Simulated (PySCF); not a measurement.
Working with the constants of TlSb

UHF-CCSD(T) constants of TlSb, ³Σ⁻ (triplet), unpaired electrons π ↑↑ (basis Tl def2-SVP with ECP60, Sb def2-SVP with ECP28; scalar-relativistic core potentials; PySCF 2.14; masses 204.9744 and 120.9038 u):

```
ωe            : 119.3 cm⁻¹
ωexe          : 0.228 cm⁻¹
Be            : 0.023754 cm⁻¹
αe            : 6.42e-05 cm⁻¹
De to Tl + Sb : 1.18 eV
```

Q: What force constant and bond length do these constants imply?

A: Reduced mass μred = 76.047 u; k = 5.8918×10⁻⁷·μred·ωe² (u, cm⁻¹, mdyn/Å) = 0.638 mdyn/Å; Re = √(16.8576/(μred·Be)) (u, cm⁻¹, Å) = 3.055 Å.

Q: Estimate the centrifugal constant D from the Kratzer relation and find the Dunham coefficient a1.

A: D = 4Be³/ωe² = 3.77e-09 cm⁻¹; a1 = −1 − αeωe/(6Be²) = -3.26.

Correlated steps freeze 8 core orbitals. Correlated levels converge slowly with the basis: in double zeta they bind strong bonds too weakly, by up to about 1 eV, and carry superposition errors of some tenths. Spin–orbit coupling is left out, which matters for elements this heavy, above all for dissociation energies. The state is the lowest determinant that a PBE0 search found; another state may lie lower at other levels.
